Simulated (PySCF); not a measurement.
**From computed data to an observable: oscillator strength and radiative lifetime**

Si(AsH2)2(H)2 (As2H6Si), SMILES [AsH2][SiH2][AsH2].

Geometry optimised at ωB97X-D3(BJ)/def2-SVP. The structure was generated by enumeration, and PubChem lists no compound with its InChIKey, so it may never have been made.

TDA-PBE/def2-SVPD (PySCF) puts the first singlet state with f over 0.02 at 5.13 eV (vertical), with the transition dipole (0.496, 0.000, 0.000) in atomic units.

### Question
Find the oscillator strength, the wavelength and the radiative lifetime that this transition would have in vacuum if emission retraced absorption.

### Answer

|μ|² = 0.2460 au, so |μ| = 1.26 D. ΔE = 5.13/27.211 = 0.1885 hartree. f = (2/3) ΔE |μ|² = 0.031 (the program prints 0.031).
λ = 1239.84/5.13 = 242 nm; ν = 41376 cm⁻¹.
Einstein's coefficient A = 0.6670 ν² f s⁻¹ (ν in cm⁻¹) = 3.5e7 s⁻¹, so τ = 1/A = 28 ns. This state is S1. The figure is the radiative limit of this one transition; relaxation, internal conversion, crossing to triplets and a medium change what is measured.
